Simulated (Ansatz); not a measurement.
`[F][Sn]([Cl])([Cl])[Br]` → Cl₂ + `[F][Sn][Br]` at 600 K and 1 bar (stannylene formation by 1,1-elimination).

Gas-phase electronic energies from Ansatz, PBE0-D4/def2-TZVP geometries. CCSD(T)/CBS is the MP2 limit (def2-TZVPP, def2-QZVPP) plus CCSD(T) − MP2 in def2-TZVPP, frozen cores. This one scheme is used for every species. def2 core potentials past Kr. For Br, Sn outer-core shells are correlated without core-valence functions, which leaves a few kJ/mol of doubt a bond. Scalar relativity is left out up to krypton.

```json
{"species": "`[F][Sn]([Cl])([Cl])[Br]`", "CCSD(T)/CBS energy (Eh)": "-3806.86426", "H − E (kJ/mol)": "66.9", "S (J/(mol·K))": "460.3"}
{"species": "Cl₂", "CCSD(T)/CBS energy (Eh)": "-919.51390", "H − E (kJ/mol)": "23.2", "S (J/(mol·K))": "247.3"}
{"species": "`[F][Sn][Br]`", "CCSD(T)/CBS energy (Eh)": "-2887.23951", "H − E (kJ/mol)": "35.9", "S (J/(mol·K))": "350.0"}
```

H − E and S are ideal-gas, rigid-rotor, harmonic terms from PBE0-D4/def2-TZVP. 1 Eh = 2625.50 kJ/mol, R = 8.31446 J/(mol·K).

Q: By hand: ΔE, ΔH, ΔS and ΔG.

A: ΔE = (-919.51390) + (-2887.23951) − (-3806.86426) = 0.11085 Eh = 291.0 kJ/mol. Δ(H − E) = 23.2 + 35.9 − 66.9 = -7.8, so ΔH = 283.2 kJ/mol. ΔS = 247.3 + 350.0 − 460.3 = 137.0 J/(mol·K). ΔG = 283.2 − 600 × (137.0)/1000 = 201.0 kJ/mol.

Q: By hand: the equilibrium constant, and the temperature at which ΔG would vanish if ΔH and ΔS stayed fixed.

A: log₁₀ K = −ΔG/(RT ln 10) = -17.5. ΔG = 0 at ΔH/ΔS = 2067 K.

The number of gas molecules changes by +1, which sets the sign of ΔS. A doubt of 5 kJ/mol in ΔE shifts log₁₀ K by 0.4 here. These are equilibria of isolated gas molecules and say nothing of rates. Largest T1 diagnostic: 0.014 (customary marks: 0.02 for closed shells, 0.045 for open ones).
